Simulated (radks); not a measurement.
Values are calculated unless marked as measured or tabulated.
All-electron atom: Ni in [Ar] 3d8 4s2.

Code: a radial shooting solver on a logarithmic mesh with Libxc functionals. Model: scalar-relativistic Kohn-Sham, B86b exchange with PBE correlation, spin-unpolarised, spherical densities, finite nucleus; Fermi nuclear charge, rms radius 3.7757 fm.

Energy parts (eV):
part                      energy
total                 -41384.743
kinetic                41959.341
electron-nucleus      -99317.471
Hartree                17703.042
exchange-correlation   -1729.655

Orbitals (lengths in bohr, moments of r in powers of bohr):
\begin{tabular}{lrrr}
orbital & occ. & eigenvalue (eV) & <r^4> \\ \hline
1s & 2 & -8213.924 & 0.00003982 \\
2s & 2 & -982.0538 & 0.008721 \\
2p & 6 & -844.8709 & 0.006555 \\
3s & 2 & -111.1100 & 0.6522 \\
3p & 6 & -71.4265 & 0.9090 \\
3d & 8 & -8.8970 & 5.971 \\
4s & 2 & -5.6718 & 150.5 \\
\end{tabular}

The highest occupied level is 4s at -5.672 eV. The electron density at the nucleus is 1.98e+04 e/bohr^3 (large components only). The density falls to 0.001 e/bohr^3 at r = 4.31 bohr. Summed over all electrons, <r^2> = 35.54 bohr^2, which gives a Langevin (diamagnetic) susceptibility term of -28.2 x 10^-6 cm^3/mol. For comparison, the ionisation energy in NIST's Atomic Spectra Database is 7.640 eV (measured). In exact Kohn-Sham theory the highest level is minus the ionisation energy, but local and semilocal functionals leave it too shallow, through self-interaction and a potential that decays too fast; potentials with the right tail come closer.

Beside tabulated values, note that spin-unpolarised runs miss the spin-polarisation part of the exchange energy of open shells.
